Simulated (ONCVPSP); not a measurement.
Transferability test, ONCV potential for antimony (Sb)

| Item | Value |
| --- | --- |
| Element | antimony (Sb) |
| Generator | ONCVPSP 4.0.1 |
| Type | optimised norm-conserving Vanderbilt (ONCV) |
| Functional | revPBE |
| Relativity | scalar-relativistic |
| Frozen core | [Ar] 3d10 |
| Valence charge | 23 |
| Reference configuration | 4s2 4p6 4d10 5s2 5p2.5 (charge +0.5) |
| Partial waves | 4s+5s: rc 1.35 bohr, ncon 3, nbas 8, qcut 9.2 1/bohr, 2 projectors; 4p+5p: rc 1.60 bohr, ncon 3, nbas 7, qcut 10.9 1/bohr, 3 projectors, debl 3.7 Ha; 4d: rc 1.15 bohr, ncon 5, nbas 9, qcut 15.2 1/bohr, 2 projectors, debl 2.8 Ha |
| Local potential | polynomial inside 1.05 bohr (lpopt 5, dvloc0 -1 Ha) |
| Core correction | none |

Energies are relative to the spin-unpolarised reference configuration 4s2 4p6 4d10 5s2 5p2.5; without spin polarisation the order of configurations can differ from experiment.

(1) Give the all-electron excitation energy and the error of the potential for: 4s2 4p6 4d10 5s2 5p3; 4s2 4p6 4d10 5s2 5p2; 4s2 4p6 4d10 5s2 5p1; 4s2 4p6 4d10 5s2 5p0.

Levels in the configuration 4s2 4p6 4d10 5s2 5p1:

```
level  all-electron (eV)  pseudo (eV)
   4s           -167.273     -167.287
   4p           -120.205     -120.209
   4d            -51.828      -51.828
   5s            -29.314      -29.315
   5p            -19.982      -19.982
```

## Answers

(1)

```tsv
valence configuration	charge	ΔE all-electron (eV)	error AE − PS (meV)
4s2 4p6 4d10 5s2 5p3	0	-3.237	+0.7
4s2 4p6 4d10 5s2 5p2	+1	5.026	-1.1
4s2 4p6 4d10 5s2 5p1	+2	20.915	-4.9
4s2 4p6 4d10 5s2 5p0	+3	45.204	-11
```
